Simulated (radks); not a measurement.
Results of a calculation; reference values are marked as such.
Ni0.75+, configuration [Ar] 4s2 3d(up 4, down 3.25) (fractional occupations, a model configuration). Level of theory: scalar-relativistic Kohn-Sham, LDA (Slater exchange, Perdew-Wang correlation), spin-polarised, spherical densities, finite nucleus; Fermi nuclear charge, rms radius 3.7757 fm (a radial shooting solver on a logarithmic mesh with Libxc functionals).

Normalised radial functions P(r) = r R(r), r in bohr:

r,3s down,3p down
0.002331,0.0803,0.0015
0.003059,0.1026,0.0026
0.003983,0.1294,0.0042
0.005229,0.1628,0.0069
0.006808,0.2011,0.0113
0.008937,0.2462,0.0186
0.01164,0.2934,0.0300
0.01527,0.3413,0.0487
0.01989,0.3796,0.0767
0.02611,0.3981,0.1202
0.03399,0.3795,0.1815
0.04462,0.3024,0.2680
0.0581,0.1548,0.3744
0.07565,-0.0672,0.4933
0.0993,-0.3450,0.6022
0.1293,-0.5897,0.6484
0.1697,-0.6966,0.5703
0.221,-0.5423,0.3193
0.2901,-0.0777,-0.1214
0.3777,0.5509,-0.6342
0.4958,1.1062,-1.0675
0.6456,1.2995,-1.2250
0.8474,1.0931,-1.0730
1.103,0.6873,-0.7384
1.448,0.3096,-0.3860
1.886,0.1000,-0.1537
2.456,0.0211,-0.0433
3.223,0.0024,-0.0074
4.197,0.0001,-0.0008
5.509,0.0000,0.0000
7.173,0.0000,0.0000

3s down: eigenvalue -121.80 eV, 2 radial nodes at r = 0.0704, 0.300 bohr, <r> = 0.739 bohr, 90 % of the charge inside 1.11 bohr. 3p down: eigenvalue -82.451 eV, 1 radial node at r = 0.271 bohr, <r> = 0.774 bohr, 90 % of the charge inside 1.19 bohr.
